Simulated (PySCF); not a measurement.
Calcium: a sound run and one with changed settings

Sound run: Ca⁺ [Ar] 4s1, Ca²⁺ [Ar]. Calculation: PySCF 2.14, in x2c-SVPall (5s3p2d, 24 functions); scalar relativity by spin-free X2C-1e. The sound run starts from symmetry-adapted Hartree-Fock orbitals and uses a fine grid where one is needed.

Changed run: initial guess minao, at most 5 SCF cycles. This setting is unsound on purpose.

| species | method | sound run (hartree) | changed run (hartree) | converged |
| --- | --- | --- | --- | --- |
| Ca⁺ | UHF | -679.33084 | -679.33084 | no |
| Ca⁺ | r2SCAN | -680.07958 | -680.07958 | no |
| Ca⁺ | M06-2X | -680.13311 | -680.13311 | no |
| Ca²⁺ | UHF | -678.91527 | -678.91527 | yes |
| Ca²⁺ | r2SCAN | -679.65093 | -679.65093 | yes |
| Ca²⁺ | M06-2X | -679.70044 | -679.70044 | yes |

The SCF was stopped early; the energies are upper bounds that still move, and correlated levels were skipped or rest on poor orbitals.
